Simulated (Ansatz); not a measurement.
Mulliken charges of CH6BGaO (`[BH2][GaH][O]C`) from B3LYP/def2-TZVPP in Ansatz (PBE0-D4/def2-TZVP geometry).

```json
{"atom": "B1", "x (Å)": "-1.567", "y (Å)": "1.754", "z (Å)": "-1.118", "charge (e)": "0.014"}
{"atom": "Ga2", "x (Å)": "0.135", "y (Å)": "0.712", "z (Å)": "-0.541", "charge (e)": "0.187"}
{"atom": "O3", "x (Å)": "-0.180", "y (Å)": "-0.689", "z (Å)": "0.529", "charge (e)": "-0.406"}
{"atom": "C4", "x (Å)": "0.822", "y (Å)": "-1.528", "z (Å)": "1.035", "charge (e)": "-0.097"}
{"atom": "H5", "x (Å)": "-2.170", "y (Å)": "1.473", "z (Å)": "-2.113", "charge (e)": "0.061"}
{"atom": "H6", "x (Å)": "-1.986", "y (Å)": "2.676", "z (Å)": "-0.482", "charge (e)": "0.061"}
{"atom": "H7", "x (Å)": "1.662", "y (Å)": "0.916", "z (Å)": "-0.863", "charge (e)": "-0.076"}
{"atom": "H8", "x (Å)": "0.647", "y (Å)": "-2.561", "z (Å)": "0.712", "charge (e)": "0.091"}
{"atom": "H9", "x (Å)": "1.830", "y (Å)": "-1.239", "z (Å)": "0.708", "charge (e)": "0.074"}
{"atom": "H10", "x (Å)": "0.807", "y (Å)": "-1.514", "z (Å)": "2.131", "charge (e)": "0.091"}
```

**Question.** By hand: the dipole of these point charges (1 e Å = 4.8032 D).

**Answer.** Σ q r = (-0.115, 0.307, -0.214) e Å, of length 0.391 e Å = 1.88 D.

**Question.** How does the dipole of the full density compare? (An estimate is asked.)

**Answer.** Ansatz gave: (0.082, 0.136, -0.110) e Å, 0.93 D; the point charges give 2.02 times that, at 42° from its direction.

Point charges leave out the atoms' own dipoles, such as those of lone pairs, and Mulliken's split depends on the basis, so the two needn't agree.

B3LYP here is the variant with VWN-RPA as its local correlation; programs differ in this.
